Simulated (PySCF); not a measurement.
# Atomic charges by several schemes

C8H14N2.
SMILES with atom numbers: `[CH2:1]=[CH:2][C@@H:3]1[CH2:4][NH:5][N:6]=[C:7]1[CH:8]([CH3:9])[CH3:10]` (hydrogens: H11, H12 on C1; H13 on C2; H14 on C3; H15, H16 on C4; H17 on N5; H18 on C8; H19, H20, H21 on C9; H22, H23, H24 on C10)

Structure used (GFN2-xTB), in Å, numbered top down from 1:
```
atom  x, y, z in Å
C1     1.879    0.229    2.204
C2     1.681    0.523    0.931
C3     1.260   -0.464   -0.106
C4     1.993   -0.326   -1.452
N5     0.902   -0.342   -2.435
N6    -0.294   -0.140   -1.822
C7    -0.185   -0.239   -0.560
C8    -1.334   -0.164    0.391
C9    -1.769    1.295    0.561
C10   -2.498   -1.017   -0.112
H11    1.773   -0.777    2.576
H12    2.158    0.977    2.926
H13    1.793    1.542    0.582
H14    1.347   -1.480    0.294
H15    2.671   -1.157   -1.653
H16    2.563    0.611   -1.497
H17    1.017    0.215   -3.270
H18   -0.997   -0.542    1.363
H19   -2.078    1.701   -0.398
H20   -2.604    1.360    1.255
H21   -0.949    1.894    0.949
H22   -3.341   -0.950    0.571
H23   -2.805   -0.671   -1.095
H24   -2.196   -2.059   -0.194
```

Density: PBE0/pcSseg-1 (PySCF); schemes: Mulliken, IAO, Hirshfeld and ESP-fitted. Isolated species at its GFN2-xTB geometry (one conformer only).

Atoms with like bonding are taken together and averaged. At which atom do the 4 schemes differ most?

At C3: from -0.375 (Mulliken) to +0.175 e (ESP-fitted), 0.550 e apart.

For which atoms does the sign change between the 4 schemes (beyond +0.03 e in one, beyond −0.03 e in another)?

C3, C4 and C8.

What partial charge does each atom carry?

In e; atoms taken as equivalent share a row and are averaged (×n: the atom named and its like, n in all):

```
       atom                    environment  Mulliken     IAO  Hirshfeld  ESP-fitted
         C1           terminal =CH2 carbon    -0.123  -0.322     -0.100      -0.387
         C2               alkene CH carbon    -0.156  -0.130     -0.035      -0.352
         C3                 allylic carbon    -0.375  -0.150     -0.031      +0.175
         C4   sp3 carbon bound to nitrogen    +0.112  -0.177     -0.027      +0.119
         N5  nitrogen bonded to C, N and H    -0.319  -0.286     -0.114      -0.526
         N6                   C=N nitrogen    -0.252  -0.192     -0.119      -0.360
         C7                     C=N carbon    +0.128  +0.091     +0.055      +0.369
         C8                  sp3 CH carbon    -0.288  -0.106     -0.022      +0.104
         C9                  methyl carbon    -0.201  -0.410     -0.120      -0.336
        C10                  methyl carbon    -0.183  -0.412     -0.121      -0.447
        H11               vinylic hydrogen    +0.109  +0.145     +0.045      +0.170
        H12               vinylic hydrogen    +0.117  +0.153     +0.048      +0.186
        H13               vinylic hydrogen    +0.098  +0.141     +0.044      +0.194
        H14               methine hydrogen    +0.132  +0.142     +0.044      +0.022
        H15             methylene hydrogen    +0.127  +0.151     +0.043      +0.029
        H16             methylene hydrogen    +0.112  +0.124     +0.036      +0.025
        H17                   N–H hydrogen    +0.181  +0.269     +0.123      +0.371
        H18               methine hydrogen    +0.113  +0.131     +0.034      +0.038
H19/H20/H21                methyl hydrogen    +0.111  +0.139     +0.036      +0.087
H22/H23/H24                methyl hydrogen    +0.111  +0.141     +0.037      +0.115
```

Mean size of the charges over all atoms: ESP-fitted 0.201 e, IAO 0.182 e, Mulliken 0.158 e, Hirshfeld 0.058 e. Each set sums to the total charge, 0, to within 0.001 e. The Hirshfeld scheme divides the density at each point in proportion to the densities of the neutral, spherically averaged free atoms.

Some averages cover members that differ in this geometry: H19/H20/H21, ESP-fitted +0.070 to +0.104; H22/H23/H24, ESP-fitted +0.097 to +0.131 e.

Sum the charges by element.

```json
{"element": "C", "atoms": "8", "Mulliken": "-1.086", "IAO": "-1.616", "Hirshfeld": "-0.402", "ESP-fitted": "-0.756"}
{"element": "N", "atoms": "2", "Mulliken": "-0.571", "IAO": "-0.478", "Hirshfeld": "-0.233", "ESP-fitted": "-0.886"}
{"element": "H", "atoms": "14", "Mulliken": "+1.657", "IAO": "+2.094", "Hirshfeld": "+0.635", "ESP-fitted": "+1.641"}
```

How many electrons does the ESP-fitted scheme count on C3?

Z − q = 6 − (+0.175) = 5.825.

How closely do the schemes follow one another over all atoms?

Correlation coefficient and root-mean-square difference: IAO with Hirshfeld 0.96, 0.139 e; Hirshfeld with ESP-fitted 0.88, 0.192 e; Mulliken with Hirshfeld 0.83, 0.125 e; Mulliken with IAO 0.82, 0.117 e; IAO with ESP-fitted 0.80, 0.149 e; Mulliken with ESP-fitted 0.65, 0.189 e.

These values come from a run that also computed NMR shieldings. Hardware: an Arm Neoverse V2 with one thread, shared host with 96 logical CPUs at a one-minute load of 18. Cost: 44 s of wall time, 1.0 GiB resident at most.
